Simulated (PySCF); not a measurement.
C2H9GeN, SMILES C[N](C)[GeH3]. The structure is a stationary point at TPSSh-D3(BJ)/def2-SVP.

All values below come from TPSSh-D3(BJ)/def2-SVP in PySCF.

Harmonic wavenumbers (cm⁻¹): 128, 152, 235, 244, 248, 322, 576, 612, 627, 844, 877, 896, 998, 1084, 1117, 1163, 1234, 1285, 1438, 1463, 1470, 1480, 1500, 1515, 2082, 2158, 2167, 2934, 2940, 3020, 3025, 3099, 3100. Rotational constants (GHz): 8.221, 2.900, 2.284; symmetry number 1.

Problem. Work out the zero-point energy and the ideal-gas rigid-rotor harmonic-oscillator thermochemistry at 298.15 K and 1 atm.

Solution. ZPE = ½ Σ hcν = ½ × 46035 cm⁻¹ = 275.35 kJ/mol. H − E(el) = 295.83 kJ/mol. Entropy in J/(mol K): translation 168.43, rotation 109.55, vibration 60.60, total 338.57. G − E(el) = 194.89 kJ/mol. Cp = 106.40 J/(mol K). Modes under 150 cm⁻¹ make the vibrational entropy uncertain.
